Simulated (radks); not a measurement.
All-electron atom: the osmium ion Os32+ in [Kr] 4d7 5s1 (not the ground configuration). Calculated with a radial shooting solver on a logarithmic mesh with Libxc functionals: Dirac Kohn-Sham, LDA (Slater exchange, Perdew-Wang correlation), spin-unpolarised, spherical densities, finite nucleus; open shells fill j = l - 1/2 first; Fermi nuclear charge, rms radius 5.4126 fm.

Unscreened Slater integrals over Kohn-Sham orbitals (hartree). Large and small components are both included. Empty in this configuration: 4f5/2.

integral           value
F0(5s1/2,5s1/2)   1.2450
F0(5s1/2,4d5/2)   1.4778
G2(5s1/2,4d5/2)  0.17044
F0(5s1/2,4d3/2)   1.4832
G2(5s1/2,4d3/2)  0.16624
F0(5s1/2,4p3/2)   1.4770
G1(5s1/2,4p3/2)  0.15182
F0(5s1/2,4f5/2)   1.4967
G3(5s1/2,4f5/2)  0.15621
F0(4d5/2,4d5/2)   2.1194
F2(4d5/2,4d5/2)   1.0807
F4(4d5/2,4d5/2)  0.73490
F0(4d5/2,4d3/2)   2.1368
F2(4d5/2,4d3/2)   1.0878
G2(4d5/2,4d3/2)   1.0827
G4(4d5/2,4d3/2)  0.73644
F0(4d5/2,4p3/2)   2.1137
F2(4d5/2,4p3/2)   1.0833
G1(4d5/2,4p3/2)   1.3433
G3(4d5/2,4p3/2)  0.86076
F0(4d5/2,4f5/2)   2.1757
F2(4d5/2,4f5/2)   1.0856
F4(4d5/2,4f5/2)  0.70554
G1(4d5/2,4f5/2)   1.1140
G3(4d5/2,4f5/2)  0.76800
G5(4d5/2,4f5/2)  0.56423
F0(4d3/2,4d3/2)   2.1549
F2(4d3/2,4d3/2)   1.0961
F0(4d3/2,4p3/2)   2.1307
F2(4d3/2,4p3/2)   1.0891
G1(4d3/2,4p3/2)   1.3376
G3(4d3/2,4p3/2)  0.85919
F0(4d3/2,4f5/2)   2.1955
F2(4d3/2,4f5/2)   1.0996
G1(4d3/2,4f5/2)   1.1497
G3(4d3/2,4f5/2)  0.78854
F0(4p3/2,4p3/2)   2.1136
F2(4p3/2,4p3/2)   1.1011
F0(4p3/2,4f5/2)   2.1715
F2(4p3/2,4f5/2)   1.0942
G2(4p3/2,4f5/2)  0.86153
G4(4p3/2,4f5/2)  0.63346
F0(4f5/2,4f5/2)   2.2811
F2(4f5/2,4f5/2)   1.2175
F4(4f5/2,4f5/2)  0.79709
